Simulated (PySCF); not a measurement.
FH2O2STa, SMILES [OH][Ta]([OH])([F])=[S], multiplicity 1. The structure is a stationary point at PBE0-D3(BJ)/def2-SVP. The multiplicity is an assumed one; other spin states were not compared. The def2 effective core potentials stand for the cores of Ta; spin–orbit coupling is left out. The values are those of a single conformer.

Computed with PBE0-D3(BJ)/def2-SVP (PySCF 2.14.0).

Harmonic wavenumbers (cm⁻¹): 162, 165, 185, 189, 204, 351, 355, 466, 482, 549, 690, 745, 749, 3942, 3947. Rotational constants (GHz): 2.874, 2.022, 1.986; symmetry number 1.

Q: Work out the zero-point energy and the ideal-gas rigid-rotor harmonic-oscillator thermochemistry at 298.15 K and 1 atm.

A: ZPE = ½ Σ hcν = ½ × 13179 cm⁻¹ = 18.84 kcal/mol. H − E(el) = 24.13 kcal/mol. Entropy in cal/(mol K): translation 42.63, rotation 27.72, vibration 16.77, total 87.13. G − E(el) = -1.84 kcal/mol. Cp = 26.50 cal/(mol K).
